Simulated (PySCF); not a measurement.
## Dipole moment and polarisability of Ge(NMeEt)H3

Ge(NMeEt)H3, C3H11GeN.
Cartesian coordinates in Å at the PBE0-D3(BJ)/def2-SVP level; atoms count from 1:
```xyz
16
C3H11GeN angstrom
Ge    -0.0510    0.4888   -1.9356
N     -0.3105    0.5892   -0.1209
C      0.5298    1.4617    0.6579
C     -0.8518   -0.5521    0.5843
C      0.1492   -1.6438    0.9502
H      0.0107    1.7601    1.5878
H      1.5058    1.0249    0.9568
H      0.7469    2.3859    0.0987
H     -1.3431   -0.1853    1.5068
H     -1.6586   -0.9904   -0.0287
H     -0.3457   -2.4669    1.4890
H      0.6223   -2.0664    0.0491
H      0.9513   -1.2586    1.5988
H      1.2377   -0.2654   -2.3590
H      0.0431    1.9356   -2.4543
H     -1.2704   -0.2511   -2.5143
```

Level: CAM-B3LYP/def2-SVPD (PySCF), static field, nuclei fixed, core orbitals frozen in the response. The polarisability tensor in these axes (au):

```
x   71.35  2.67 -0.49
y    2.67 78.32 -2.54
z   -0.49 -2.54 84.45
```

**Question.** Give the principal values, the mean and the anisotropy Δα = √{½[(α1 − α2)² + (α2 − α3)² + (α1 − α3)²]}.

**Answer.** Principal values 70.44, 78.18 and 85.51 au; mean 78.04 au = 11.56 Å³ = 12.87 × 10⁻⁴⁰ C²·m²/J; Δα = 13.05 au (17 % of the mean).

**Question.** What is the dipole moment, and where does it point?

**Answer.** (0.18, -0.22, 0.46) D, 0.54 D in size, pointing from the negative to the positive side. Measured along this direction, the outermost atoms are H15 at the negative end and H13 and H11 at the positive end.

**Question.** Along which axes do the principal values lie, and how far do the nuclei extend along each?

**Answer.** Largest value along (-0.10, -0.36, 0.93), where the nuclei span 5.29 Å; middle along (0.31, 0.87, 0.38), 4.05 Å; least along (0.94, -0.33, -0.03), 2.57 Å. The response follows the extents in order.

**Question.** Form Σ f/ω² (atomic units) for the 15 lowest TDDFT singlets, given as eV and f, and set it beside the mean polarisability, which is this sum over all singlets: 5.55, 0.0039; 5.97, 0.0373; 6.44, 0.0025; 6.67, 0.0031; 6.86, 0.0375; 7.08, 0.0007; 7.21, 0.0388; 7.79, 0.0020; 8.07, 0.0646; 8.30, 0.0190; 8.50, 0.0143; 8.62, 0.0420; 8.68, 0.0131; 8.73, 0.0044; 8.79, 0.0105.

**Answer.** They add up to 3.92 au, 5.0 % of the 78.04 au; the largest single term is 0.77 au, from the state at 5.97 eV. Terms in order: 0.09, 0.77, 0.04, 0.05, 0.59, 0.01, 0.55, 0.02, 0.73, 0.20, 0.15, 0.42, 0.13, 0.04, 0.10 au. Higher excitations give the rest. The strengths listed sum to 0.294.

**Question.** What are the principal values of the traceless quadrupole moment, Θ = ½Σq(3rr − r²1), about the centre of nuclear charge?

**Answer.** -2.91, 1.28, 1.63 D·Å. The values depend on the origin, since the dipole doesn't vanish. The electronic extent ⟨r²⟩ about the same centre is 837 bohr², a root-mean-square distance of 1.86 Å for the 68 electrons.

**Question.** Find the Langevin capture rate constant for NH4+ (18.034 u) meeting this molecule (135.010 u), k = 2.342 × 10⁻⁹ cm³/s × √(α in Å³ / reduced mass in u).

**Answer.** The reduced mass is 15.91 u, so k = 2.00 × 10⁻⁹ cm³/s. The formula leaves out the permanent dipole, which adds to the capture rate.

The structure is a single PBE0-D3(BJ)/def2-SVP conformer in the gas phase; no vibrational or solvent corrections. The calculation is non-relativistic, for germanium too.
